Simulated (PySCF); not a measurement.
# How the method moves the HOMO and LUMO of `C#CB(F)B[SiH2]F`

Compound: C₂H₄B₂F₂Si.
SMILES with atom numbers: `[CH:1]#[C:2][B:3]([F:4])[BH:5][SiH2:6][F:7]` (hydrogens: H8 on C1; H9 on B5; H10, H11 on Si6)

Geometry (PBE0-D3(BJ)/def2-SVP, Å), atoms numbered from 1 in this order:
```
atom  x, y, z in Å
C1     2.7823   -0.5241   -0.5159
C2     1.9239   -0.3951    0.3401
B3     0.7298   -0.2756    1.2934
F4     0.9036    0.1640    2.5357
B5    -0.7530   -0.6799    0.6150
Si6   -1.7916    0.7130   -0.3842
F7    -1.0002    2.1435   -0.3558
H8     3.5537   -0.6292   -1.2589
H9    -1.1970   -1.8058    0.6269
H10   -1.9891    0.3408   -1.8181
H11   -3.1249    0.9216    0.2612
```

Basis pcSseg-1 throughout (PySCF), one geometry. The structure is a single PBE0-D3(BJ)/def2-SVP conformer in the gas phase; no vibrational or solvent corrections.

Problem. How do the orbital energies, the gap and the dipole change with the method?

Solution. 
| method | kind | HOMO (eV) | LUMO (eV) | gap (eV) | μ (D) | SCF cycles |
| --- | --- | --- | --- | --- | --- | --- |
| BLYP | GGA | -6.72 | -3.56 | 3.16 | 2.20 | 16 |
| KT3 | GGA | -6.92 | -3.68 | 3.24 | 2.24 | 17 |
| BP86 | GGA | -6.96 | -3.84 | 3.12 | 2.23 | 15 |
| B97-2 | global hybrid | -7.88 | -2.83 | 5.05 | 2.41 | 14 |
| BHandHLYP | global hybrid | -9.29 | -1.78 | 7.51 | 2.58 | 14 |
| wB97X-D | range-separated hybrid | -10.00 | -0.98 | 9.02 | 2.46 | 15 |
| LC-wPBE | range-separated hybrid | -10.83 | -0.55 | 10.28 | 2.40 | 16 |

The HOMO spans 4.11 eV, from BLYP down to LC-wPBE, and the gap runs from 3.12 eV (BP86) to 10.28 eV (LC-wPBE). Over the methods BLYP (0 %), KT3 (0 %), BP86 (0 %), B97-2 (21 %), BHandHLYP (50 %), a straight line through the gap against the share of exact exchange rises by 0.87 eV for each 10 % (correlation coefficient 1.000). The dipole ranges from 2.20 D (BLYP) to 2.58 D (BHandHLYP). This basis has no diffuse functions.
